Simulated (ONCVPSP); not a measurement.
## Building the ONCV potential for mercury (Hg) (PBE, scalar-relativistic).

* Element: mercury
* Generator: ONCVPSP 4.0.1
* Type: optimised norm-conserving Vanderbilt (ONCV)
* Functional: PBE
* Relativity: scalar-relativistic
* Frozen core: [Kr] 4d10 4f14
* Valence charge: 20
* Reference configuration: 5s2 5p6 5d10 6s2
* Partial waves: 5s+6s: rc 1.50 bohr, ncon 4, nbas 8, qcut 8.9 1/bohr, 2 projectors; 5p: rc 1.50 bohr, ncon 4, nbas 8, qcut 11 1/bohr, 3 projectors, debl 0.4 Ha; 5d: rc 1.85 bohr, ncon 3, nbas 7, qcut 8.1 1/bohr, 3 projectors, debl 2.8 Ha; f scattering state at 0.06 Ha: rc 1.40 bohr, ncon 4, nbas 9, qcut 8.5 1/bohr, 2 projectors, debl 1.5 Ha
* Local potential: polynomial inside 1.25 bohr (lpopt 3, dvloc0 6 Ha)
* Core correction: Teter function, fcfact 4.75, rcfact 1.65

In the p channel the program set the typed energies aside and used -2.444, 0.250, 0.650 Ha.

What the tests gave:

```
Cutoffs needed             : 36 Ha and 43 Ha (the cutoffs (Ha) at which the residual kinetic energy of the hardest occupied pseudo-wave falls to 1 and 0.1 mHa per electron)
Ghost test                 : no bound ghost flagged; no localised positive-energy state flagged
Largest excitation error   : -38 meV (all-electron minus pseudo) for 5s2 5p6 5d9 6s0, out of 4 test configurations
rms error of d²Exc/dni dnj : 5.85 mHa without and 3.62 mHa with the model core
```

Generation and tests took about 6.2 s on one core of a shared server CPU.
